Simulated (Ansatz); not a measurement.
`[F][Y]([F])[Cl]` + H₂O → `[OH][Y]([F])[F]` + HCl at 400 K and 1 bar (formal hydrolysis of a Y–Cl bond).

Calculated with Ansatz (gas phase, PBE0-D4/def2-TZVP geometries, no zero-point term in ΔE). CCSD(T)/CBS adds triple-zeta CCSD(T) − MP2 to the extrapolated MP2 energy (def2 sets, frozen cores). This one scheme is used for every species. def2 core potentials past Kr. For Y outer-core shells are correlated without core-valence functions, which leaves a few kJ/mol of doubt a bond. One conformer a species, not always the lowest.

```csv
species,CCSD(T)/CBS energy (Eh),H − E (kJ/mol),S (J/(mol·K))
`[F][Y]([F])[Cl]`,-697.87737,36.2,360.1
H₂O,-76.37941,69.8,198.6
`[OH][Y]([F])[F]`,-313.85352,68.5,361.9
HCl,-460.38127,29.6,195.4
```

H − E and S are ideal-gas, rigid-rotor, harmonic terms from PBE0-D4/def2-TZVP, for one conformer and one mirror image of each species. 1 Eh = 2625.50 kJ/mol, R = 8.31446 J/(mol·K).

Task: By hand: ΔE, ΔH, ΔS and ΔG.

Result: ΔE = (-313.85352) + (-460.38127) − (-697.87737) − (-76.37941) = 0.02199 Eh = 57.7 kJ/mol. Δ(H − E) = 68.5 + 29.6 − 36.2 − 69.8 = -7.9, so ΔH = 49.8 kJ/mol. ΔS = 361.9 + 195.4 − 360.1 − 198.6 = -1.4 J/(mol·K). ΔG = 49.8 − 400 × (-1.4)/1000 = 50.4 kJ/mol.

Task: By hand: the equilibrium constant, and the temperature at which ΔG would vanish if ΔH and ΔS stayed fixed.

Result: log₁₀ K = −ΔG/(RT ln 10) = -6.6. ΔH and −TΔS have one sign here, so there is no such temperature.

The number of gas molecules stays the same, so ΔS is small and ΔH decides. A doubt of 5 kJ/mol in ΔE shifts log₁₀ K by 0.7 here. Other conformers and mirror images would add mixing entropy, several J/(mol·K) or more a flexible species. Modes under 60 cm⁻¹, often nearly free rotors, make the harmonic entropy too high. These are equilibria of isolated gas molecules and say nothing of rates. Largest T1 diagnostic: 0.015 (customary marks: 0.02 for closed shells, 0.045 for open ones).

ΔS is within the doubt of such terms, so its sign, and with it that verdict, could turn.
